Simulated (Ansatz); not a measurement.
This geometry of AlH7O2Si (11 atoms, charge 0, multiplicity 1) is a first-order saddle point.

Level of theory: RKS r2SCAN-D4/6-31G* (Ansatz).

```xyz
11
Properties=species:S:1:pos:R:3
Al -1.441 -0.282 0.554
O -0.234 -1.245 1.591
H -2.023 -1.086 -0.689
H -2.301 0.736 1.426
H 0.489 -0.369 0.907
O 0.278 0.435 0.098
Si 1.175 0.664 -1.304
H -0.243 -1.086 2.546
H 0.410 1.581 -2.184
H 2.479 1.277 -0.942
H 1.412 -0.627 -2.003
```

Q: Which two structures does it join? (They come from a converged band through this point; their orientation in space is the band's.)

A: Bonds broken: H5–O6. Bonds formed: O2–H5.

First end point:

```xyz
11
Properties=species:S:1:pos:R:3
Al -1.341 -0.327 0.632
O -0.340 -1.324 1.696
H -1.713 -0.940 -0.800
H -2.304 0.728 1.349
H 0.834 -0.040 0.882
O 0.406 0.549 0.206
Si 1.119 0.652 -1.343
H -0.579 -1.399 2.627
H 0.178 1.464 -2.142
H 2.427 1.336 -1.189
H 1.315 -0.699 -1.919
```

Last end point:

```xyz
11
Properties=species:S:1:pos:R:3
Al -1.310 -0.167 0.427
O -0.406 -1.350 1.783
H -2.280 -1.093 -0.432
H -1.887 0.957 1.411
H 0.505 -1.205 1.449
O 0.290 0.126 -0.235
Si 1.159 0.766 -1.467
H -0.441 -0.960 2.673
H 0.290 1.396 -2.507
H 2.098 1.813 -0.966
H 1.984 -0.283 -2.137
```

Q: How far does it lie above each of them?

A: 0.097 eV above the first and 0.431 eV above the second. This is the barrier of this one path; another mechanism may lie lower. The orbitals stay closed-shell, which can raise the energy where a bond breaks towards radicals; this wasn't checked here.

Run time: 7 min on 2 threads of Arm Neoverse V2, with other jobs on the host, peak memory 0.15 GiB.
